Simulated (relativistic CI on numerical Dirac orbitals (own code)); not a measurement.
**Kr32+: sensitivity of the levels to the model**

Base calculation: Dirac-Coulomb-Breit CI, KLI orbitals optimised for each configuration, QED by a radiative potential, unscaled Slater integrals.

Configuration list (outside the closed core 1s2): 2s², 2s2p, 2p², 2p3s, 2p3p, 2s3s, 2s3p, 2s3d, 2s4s, 2s4p, 2s4d, 2s4f, 2s5s, 3s², 2s5p, 2s5d, 2s5f, 2s5g, 3s3p, 3p². Levels of other configurations are missing.

The lowest level and the first level of each name with at least 55 % of one term (blank where a level has no safe partner in the second run):

```
    Level  Base (eV)  Shift (eV)
  2s² ¹S0       0.00        0.00
2s2p ³P°0      62.74       -2.80
2s2p ³P°1      73.25      -13.32
2s2p ³P°2     125.74      -65.80
2s2p ¹P°1     171.98      -56.21
  2p² ³P0     179.01      -24.62
  2p² ³P1     226.95      -72.56
  2p² ¹S0     332.68     -118.48
 2s3s ³S1    2240.47      -50.08
 2s3s ¹S0    2253.20      -51.11
2s3p ³P°0    2271.54      -51.29
2s3p ³P°1    2271.99            
2s3p ¹P°1    2288.87            
2s3p ³P°2    2289.95      -69.70
 2s3d ³D1    2304.54      -69.21
 2s3d ³D2    2306.63      -71.30
 2s3d ³D3    2310.70      -75.37
2p3s ³P°0    2320.38      -54.94
 2s3d ¹D2    2321.12      -73.50
2p3s ³P°1    2325.05      -59.61
 2p3p ³D1    2340.59            
 2p3p ³P0    2358.66      -64.01
```

At this charge energies of transitions that change n are usually good to better than 1 %, and those within a shell (Δn = 0) to a few per cent.

One thing was changed in a second run, which moved the levels as shown. Which?
A. configuration mixing switched off
B. Breit term removed
C. QED terms removed
D. non-relativistic limit
E. valence Slater integrals scaled by 0.9

D. Non-relativistic limit. Without relativity the fine structure collapses and s electrons lose their extra binding.

LS names give the leading component of a level, which can be under half, so a name can repeat, a term be missing and a line seem to break the LS rules.
